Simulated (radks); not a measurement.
Results of a calculation; reference values are marked as such.
Q: These are the eigenvalues of the occupied orbitals of an atom or ion with whole-number occupations (eV). Level of theory: scalar-relativistic Kohn-Sham, PBE, spin-polarised, spherical densities, finite nucleus; Fermi nuclear charge, rms radius of each element as measured or else 0.836 A^(1/3) + 0.57 fm (a radial shooting solver on a logarithmic mesh with Libxc functionals).

orbital  eigenvalue
1s        -90645.58
2s        -16311.18
2p        -13963.06
3s        -3958.809
3p        -3287.543
3d        -2611.748
4s        -930.2742
4p        -710.2149
4d        -458.1981
5s        -185.6480
4f        -180.7137
5p        -123.8425
5d         -54.8244
6s         -39.9799

Which element is it, and in what charge state? The configuration may be excited. Open shells, if any, are filled with parallel spins first.

A: Z = 83, bismuth, charge +3: Bi3+ in [Hg]. The list shows which subshells hold electrons but not how many an open one holds; the 1s level, -3331.2 hartree, gives Z - s = 81.6 by -(Z - s)^2/2, which with screening and relativity narrows Z to a few neighbours, and the depths of the outer levels then fix element, charge and occupations together.
